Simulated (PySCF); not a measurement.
PBE on Sn⁻ (tin, charge -1), [Kr] 4d10 5s2 5p3, high-spin 4S determinant. Computed with PySCF 2.14 in aug-cc-pVQZ-DK3 (9s8p6d3f2g, 102 functions), with the spin-free X2C one-electron Hamiltonian (Gaussian nucleus).

```
cycle= 1 E= -6175.89853940188  delta_E= -0.0126  |g|= 0.0383  |ddm|= 4.87
cycle= 2 E= -6175.89863454816  delta_E= -9.51e-05  |g|= 0.0249  |ddm|= 0.686
cycle= 3 E= -6175.89876504808  delta_E= -0.00013  |g|= 0.00328  |ddm|= 0.409
cycle= 4 E= -6175.8987664779  delta_E= -1.43e-06  |g|= 0.000841  |ddm|= 0.0488
cycle= 5 E= -6175.8987673213  delta_E= -8.43e-07  |g|= 8.09e-05  |ddm|= 0.012
cycle= 6 E= -6175.89876733129  delta_E= -9.99e-09  |g|= 4.02e-06  |ddm|= 0.00165
cycle= 7 E= -6175.89876733132  delta_E= -2.82e-11  |g|= 2.27e-07  |ddm|= 6.2e-05
converged SCF energy = -6175.89876733132  <S^2> = 3.7509352  2S+1 = 4.0004676
```

Highest occupied orbital energy: 0.943 eV; ⟨L²⟩ = 0.00; populations by l: s 10.00, p 21.00, d 20.00, f 0.00.

Question: Can this result be used?

Answer: With care. The run converged. At PBE the highest occupied level has a positive energy, so only the finite basis holds that electron; in a semilocal or global hybrid functional this comes from self-interaction and does not mean that the real anion is unbound.
